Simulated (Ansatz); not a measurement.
Nudged elastic band run: CH₄N₂OSi

Input file:

```yaml
crystal:
  periodic: [false, false, false]
  atoms:
    - { symbol: "N", position_ang: [0.457749, 0.615389, 1.526733] }
    - { symbol: Si, position_ang: [-0.123969, -0.416719, 0.322157] }
    - { symbol: "N", position_ang: [0.875743, -0.706736, -1.113024] }
    - { symbol: C, position_ang: [-0.115293, -0.182645, -1.74143] }
    - { symbol: O, position_ang: [-1.135392, 0.26069, -0.967158] }
    - { symbol: H, position_ang: [0.123977, 0.591422, 2.481524] }
    - { symbol: H, position_ang: [1.062015, 1.405343, 1.335953] }
    - { symbol: H, position_ang: [-0.826297, -1.548506, 0.969531] }
    - { symbol: H, position_ang: [-0.230034, -0.064538, -2.831386] }
basis:
  gaussian: { orbitals: def2-SVP }
hamiltonian:
  xc: pbe0
  dispersion: d4
neb:
  order_check: false
  images: 7
  f_tol: 0.05
  max_iterations: 60
  final_atoms:
    - { symbol: "N", position_ang: [-0.16989696, 0.84552683, 1.90415152] }
    - { symbol: Si, position_ang: [-0.23116283, -0.29573605, 0.79484899] }
    - { symbol: "N", position_ang: [0.92254105, -0.01924756, -0.63689314] }
    - { symbol: C, position_ang: [-0.0889211, 0.09859306, -1.45747779] }
    - { symbol: O, position_ang: [-1.20531804, -0.01505901, -0.86826949] }
    - { symbol: H, position_ang: [-0.60061792, 0.7646557, 2.81820415] }
    - { symbol: H, position_ang: [1.89852832, 0.08346101, -0.88345611] }
    - { symbol: H, position_ang: [-0.41669714, -1.77472722, 0.85595574] }
    - { symbol: H, position_ang: [-0.01995637, 0.26623324, -2.54416386] }
  initial_path:
    images:
      - { positions_ang: [[0.457749, 0.615389, 1.526733], [-0.123969, -0.416719, 0.322157], [0.875743, -0.706736, -1.113024], [-0.115293, -0.182645, -1.74143], [-1.135392, 0.26069, -0.967158], [0.123977, 0.591422, 2.481524], [1.062015, 1.405343, 1.335953], [-0.826297, -1.548506, 0.969531], [-0.230034, -0.064538, -2.831386]] }
      - { positions_ang: [[0.35382354, 0.68753559, 1.5223], [-0.20173869, -0.39959703, 0.3698626], [0.85984957, -0.62416243, -0.99024629], [-0.06154909, -0.13467742, -1.69022709], [-1.13521058, 0.23058401, -0.9464107], [0.2841527, 0.60685844, 2.37858972], [0.94703581, 1.15360996, 1.10843458], [-0.80698479, -1.56918631, 0.99599562], [-0.15087947, 0.0027352, -2.76539843]] }
      - { positions_ang: [[0.24989808, 0.75968218, 1.517867], [-0.27950838, -0.38247506, 0.4175682], [0.84395615, -0.54158886, -0.86746858], [-0.00780517, -0.08670985, -1.63902419], [-1.13502916, 0.20047802, -0.9256634], [0.44432839, 0.62229487, 2.27565544], [0.83205662, 0.90187693, 0.88091616], [-0.78767257, -1.58986662, 1.02246024], [-0.07172494, 0.07000839, -2.69941087]] }
      - { positions_ang: [[0.14597261, 0.83182876, 1.513434], [-0.35727807, -0.36535308, 0.4652738], [0.82806272, -0.45901529, -0.74469087], [0.04593874, -0.03874227, -1.58782128], [-1.13484775, 0.17037203, -0.90491609], [0.60450409, 0.63773131, 2.17272116], [0.71707743, 0.65014389, 0.65339774], [-0.76836036, -1.61054693, 1.04892486], [0.00742958, 0.13728159, -2.6334233]] }
      - { positions_ang: [[0.04204715, 0.90397535, 1.509001], [-0.43504777, -0.34823111, 0.5129794], [0.8121693, -0.37644172, -0.62191317], [0.09968265, 0.0092253, -1.53661838], [-1.13466633, 0.14026604, -0.88416879], [0.76467979, 0.65316774, 2.06978687], [0.60209824, 0.39841086, 0.42587932], [-0.74904815, -1.63122724, 1.07538948], [0.08658411, 0.20455479, -2.56743574]] }
      - { positions_ang: [[-0.01093888, 0.88936322, 1.60778863], [-0.38407653, -0.33510735, 0.5834468], [0.83976224, -0.28714318, -0.62565816], [0.05253172, 0.03156724, -1.51683323], [-1.15232926, 0.10143478, -0.88019397], [0.42335536, 0.68103973, 2.25689119], [0.92620576, 0.31967339, 0.09854546], [-0.6659604, -1.66710224, 1.02053104], [0.05994899, 0.2199744, -2.56161777]] }
      - { positions_ang: [[-0.06392491, 0.87475109, 1.70657626], [-0.3331053, -0.32198358, 0.65391419], [0.86735517, -0.19784464, -0.62940315], [0.00538078, 0.05390918, -1.49704809], [-1.16999218, 0.06260352, -0.87621914], [0.08203093, 0.70891172, 2.44399551], [1.25031328, 0.24093593, -0.22878839], [-0.58287264, -1.70297723, 0.96567261], [0.03331387, 0.23539401, -2.5557998]] }
      - { positions_ang: [[-0.11691093, 0.86013896, 1.80536389], [-0.28213407, -0.30885982, 0.72438159], [0.89494811, -0.1085461, -0.63314814], [-0.04177016, 0.07625112, -1.47726294], [-1.18765511, 0.02377226, -0.87224432], [-0.25929349, 0.73678371, 2.63109983], [1.5744208, 0.16219847, -0.55612225], [-0.49978489, -1.73885222, 0.91081418], [0.00667875, 0.25081362, -2.54998183]] }
      - { positions_ang: [[-0.16989696, 0.84552683, 1.90415152], [-0.23116283, -0.29573605, 0.79484899], [0.92254105, -0.01924756, -0.63689314], [-0.0889211, 0.09859306, -1.45747779], [-1.20531804, -0.01505901, -0.86826949], [-0.60061792, 0.7646557, 2.81820415], [1.89852832, 0.08346101, -0.88345611], [-0.41669714, -1.77472722, 0.85595574], [-0.01995637, 0.26623324, -2.54416386]] }
```

Run as:

```bash
$ ansatz run input.yaml --threads 2 --pin off --max-ram 3072MiB --backend cpu --events-out ev --progress --plain --runs-dir out
```

Output, in part (warnings, iteration lines, the closing report on the highest movable image, with atoms numbered from 0):

```
NEB end point (image 0): max|allowed force component| = 7.596e-3 eV/Å (the criterion of neb.relax_end_points is 1.000e-2)
NEB end point (image 8): max|allowed force component| = 1.083e-2 eV/Å (the criterion of neb.relax_end_points is 1.000e-2)
NEB iter   1: max|band force component| = 2.954e1 eV/Å  barrier→ = 9.9674 eV  barrier← = 8.9437 eV  Δτ_max = 0.1979 Å  (251 SCF iters)
NEB iter   2: max|band force component| = 4.103e0 eV/Å  barrier→ = 3.7279 eV  barrier← = 2.7042 eV  Δτ_max = 0.1975 Å  (231 SCF iters)
NEB iter   3: max|band force component| = 2.021e0 eV/Å  barrier→ = 2.8570 eV  barrier← = 1.8332 eV  Δτ_max = 0.1858 Å  (217 SCF iters)
NEB iter   4: max|band force component| = 2.398e0 eV/Å  barrier→ = 2.7416 eV  barrier← = 1.7178 eV  Δτ_max = 0.1009 Å  (218 SCF iters)
NEB iter   5: max|band force component| = 1.462e0 eV/Å  barrier→ = 2.7497 eV  barrier← = 1.7259 eV  Δτ_max = 0.1001 Å  (213 SCF iters)
NEB iter   6: max|band force component| = 1.233e0 eV/Å  barrier→ = 2.7103 eV  barrier← = 1.6866 eV  Δτ_max = 0.0999 Å  (216 SCF iters)
NEB iter   7: max|band force component| = 6.988e-1 eV/Å  barrier→ = 2.5890 eV  barrier← = 1.5652 eV  Δτ_max = 0.0969 Å  (215 SCF iters)
NEB iter   8: max|band force component| = 5.469e-1 eV/Å  barrier→ = 2.5148 eV  barrier← = 1.4911 eV  Δτ_max = 0.0991 Å  (217 SCF iters)
NEB iter   9: max|band force component| = 4.783e-1 eV/Å  barrier→ = 2.4861 eV  barrier← = 1.4624 eV  CI = image 4  Δτ_max = 0.0535 Å  (217 SCF iters)
NEB iter  10: max|band force component| = 2.598e-1 eV/Å  barrier→ = 2.4949 eV  barrier← = 1.4711 eV  CI = image 4  Δτ_max = 0.0302 Å  (220 SCF iters)
NEB iter  11: max|band force component| = 1.426e-1 eV/Å  barrier→ = 2.4903 eV  barrier← = 1.4666 eV  CI = image 4  Δτ_max = 0.0259 Å  (220 SCF iters)
NEB iter  12: max|band force component| = 1.277e-1 eV/Å  barrier→ = 2.4890 eV  barrier← = 1.4653 eV  CI = image 4  Δτ_max = 0.0208 Å  (222 SCF iters)
NEB iter  13: max|band force component| = 2.412e-1 eV/Å  barrier→ = 2.4895 eV  barrier← = 1.4658 eV  CI = image 4  Δτ_max = 0.0104 Å  (221 SCF iters)
NEB iter  14: max|band force component| = 4.305e-2 eV/Å  barrier→ = 2.4885 eV  barrier← = 1.4648 eV  CI = image 4  Δτ_max = 0.0000 Å  (395 SCF iters)
Total energy: -13988.13303473 eV, -514.0544075291 hartree
Atom 0 at     0.421750     0.613587     1.463955 Å, force     0.007013     0.003373    -0.002313 eV/Å
Atom 1 at    -0.355919    -0.541105     0.616780 Å, force     0.001373    -0.003270     0.009413 eV/Å
Atom 2 at     0.896844    -0.337710    -0.688891 Å, force     0.010498     0.001902     0.006625 eV/Å
Atom 3 at    -0.086487     0.036364    -1.479065 Å, force    -0.006761     0.009664    -0.017978 eV/Å
Atom 4 at    -1.271472    -0.080147    -0.975071 Å, force    -0.002581    -0.000883     0.002023 eV/Å
Atom 5 at     0.266266     1.142170     2.311602 Å, force    -0.001044    -0.001205    -0.002016 eV/Å
Atom 6 at     1.205786     0.461738     0.182261 Å, force    -0.009582    -0.005923     0.003758 eV/Å
Atom 7 at    -1.008020    -1.801481     1.043174 Å, force    -0.000517     0.000988    -0.003021 eV/Å
Atom 8 at     0.019752     0.460284    -2.491844 Å, force     0.001602    -0.004648     0.003510 eV/Å
Dipole moment:    -0.187119     0.003702    -0.058931 e Å
```

The forces met the threshold. Neighbouring images differ by up to 1.5 eV, so the band resolves the path poorly. A vibrational analysis at the climbing image gives one clearly imaginary mode, 1438i cm⁻¹: a first-order saddle point. The orbitals stay closed-shell, which can raise the energy where a bond breaks towards radicals; this wasn't checked here.

Final band (atoms are numbered from 1 in the order of the input):

```json
{"image": "0", "path coordinate (Å)": "0.00", "energy (kcal/mol)": "0.0", "N1–H7 (Å)": "1.01", "N3–H7 (Å)": "3.24"}
{"image": "1", "path coordinate (Å)": "0.55", "energy (kcal/mol)": "1.1", "N1–H7 (Å)": "1.01", "N3–H7 (Å)": "2.92"}
{"image": "2", "path coordinate (Å)": "1.10", "energy (kcal/mol)": "5.4", "N1–H7 (Å)": "1.02", "N3–H7 (Å)": "2.49"}
{"image": "3", "path coordinate (Å)": "1.66", "energy (kcal/mol)": "22.2", "N1–H7 (Å)": "1.07", "N3–H7 (Å)": "1.85"}
{"image": "4", "path coordinate (Å)": "2.21", "energy (kcal/mol)": "57.4", "N1–H7 (Å)": "1.51", "N3–H7 (Å)": "1.22"}
{"image": "5", "path coordinate (Å)": "2.73", "energy (kcal/mol)": "44.4", "N1–H7 (Å)": "2.10", "N3–H7 (Å)": "1.04"}
{"image": "6", "path coordinate (Å)": "3.25", "energy (kcal/mol)": "32.2", "N1–H7 (Å)": "2.67", "N3–H7 (Å)": "1.02"}
{"image": "7", "path coordinate (Å)": "3.78", "energy (kcal/mol)": "25.7", "N1–H7 (Å)": "3.16", "N3–H7 (Å)": "1.01"}
{"image": "8", "path coordinate (Å)": "4.30", "energy (kcal/mol)": "23.6", "N1–H7 (Å)": "3.55", "N3–H7 (Å)": "1.01"}
```

The run took 2.7 min on 2 threads of Intel(R) Xeon(R) Platinum 8488C (Sapphire Rapids), on a shared host, peak memory 0.21 GiB.
